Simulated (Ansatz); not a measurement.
SiCl(NHMe)3 (C₃H₁₂ClN₃Si), relaxed as a singlet with RKS r2SCAN-D4/def2-SVP in Ansatz, starting from the GFN2-xTB geometry. Force threshold 0.02 eV/Å.

Start:

```xyz
20

Si    0.108    0.050    0.130
Cl    1.387    0.661    1.571
N    -1.384    0.849    0.425
C    -2.104    0.857    1.678
H    -1.984    1.041   -0.361
H    -2.820    0.031    1.752
H    -1.388    0.765    2.491
H    -2.644    1.798    1.793
N    -0.031   -1.658    0.270
C     1.062   -2.603    0.254
H    -0.913   -2.087    0.045
H     1.253   -2.998   -0.750
H     1.961   -2.103    0.604
H     0.844   -3.438    0.921
N     0.791    0.510   -1.378
C     1.215    1.840   -1.750
H     0.644   -0.085   -2.176
H     0.443    2.378   -2.310
H     1.439    2.401   -0.847
H     2.118    1.789   -2.363
```

```json
{"step": "1", "energy (eV)": "-28162.3320", "largest force component (eV/Å)": "1.452", "SCF passes": "18"}
{"step": "2", "energy (eV)": "-28162.4527", "largest force component (eV/Å)": "0.211", "SCF passes": "19"}
{"step": "3", "energy (eV)": "-28162.4733", "largest force component (eV/Å)": "0.153", "SCF passes": "19"}
{"step": "4", "energy (eV)": "-28162.4756", "largest force component (eV/Å)": "0.563", "SCF passes": "24"}
{"step": "5", "energy (eV)": "-28162.5071", "largest force component (eV/Å)": "0.130", "SCF passes": "18"}
{"step": "6", "energy (eV)": "-28162.5115", "largest force component (eV/Å)": "0.085", "SCF passes": "19"}
{"step": "7", "energy (eV)": "-28162.5157", "largest force component (eV/Å)": "0.021", "SCF passes": "18"}
{"step": "8 (rejected)", "energy (eV)": "-28162.5128", "largest force component (eV/Å)": "0.177", "SCF passes": "18"}
{"step": "9", "energy (eV)": "-28162.5166", "largest force component (eV/Å)": "0.061", "SCF passes": "19"}
{"step": "10", "energy (eV)": "-28162.5182", "largest force component (eV/Å)": "0.069", "SCF passes": "18"}
{"step": "11", "energy (eV)": "-28162.5193", "largest force component (eV/Å)": "0.043", "SCF passes": "20"}
{"step": "12", "energy (eV)": "-28162.5211", "largest force component (eV/Å)": "0.044", "SCF passes": "18"}
{"step": "13", "energy (eV)": "-28162.5218", "largest force component (eV/Å)": "0.080", "SCF passes": "18"}
{"step": "14", "energy (eV)": "-28162.5226", "largest force component (eV/Å)": "0.040", "SCF passes": "20"}
{"step": "15", "energy (eV)": "-28162.5228", "largest force component (eV/Å)": "0.102", "SCF passes": "20"}
{"step": "16", "energy (eV)": "-28162.5233", "largest force component (eV/Å)": "0.021", "SCF passes": "19"}
{"step": "17", "energy (eV)": "-28162.5235", "largest force component (eV/Å)": "0.032", "SCF passes": "19"}
{"step": "18", "energy (eV)": "-28162.5236", "largest force component (eV/Å)": "0.013", "SCF passes": "20"}
{"step": "19", "energy (eV)": "-28162.5237", "largest force component (eV/Å)": "0.006", "SCF passes": "20"}
{"step": "20", "energy (eV)": "-28162.5238", "largest force component (eV/Å)": "0.006", "SCF passes": "19"}
{"step": "21", "energy (eV)": "-28162.5239", "largest force component (eV/Å)": "0.020", "SCF passes": "19"}
```

Force components are those of the run's own axes.

End:

```xyz
20

Si    0.0211   -0.0104    0.0230
Cl    1.3729    0.5944    1.5343
N    -1.5089    0.6644    0.3902
C    -2.0978    0.8312    1.7036
H    -1.9558    1.1948   -0.3518
H    -3.1352    0.4518    1.7467
H    -1.5109    0.2696    2.4464
H    -2.1099    1.8854    2.0395
N    -0.0290   -1.7242    0.0089
C     1.1029   -2.6104    0.1989
H    -0.9326   -2.1434    0.2079
H     1.0459   -3.4937   -0.4624
H     2.0356   -2.0788   -0.0472
H     1.2074   -2.9715    1.2405
N     0.5797    0.5801   -1.4861
C     1.1574    1.8905   -1.7144
H     0.8392   -0.1231   -2.1719
H     0.8711    2.2933   -2.7025
H     0.7838    2.5965   -0.9553
H     2.2631    1.9034   -1.6481
```

By distances, no bond broke or formed. The bond that changes most is Si1–Cl2, from 2.02 to 2.12 Å (atoms count from 1).

The force fell under the threshold at step 18, but the optimiser went on. No frequencies were taken in this run, so the end may be a saddle point.

It took 71 s on 4 threads of Intel Xeon on a shared host.
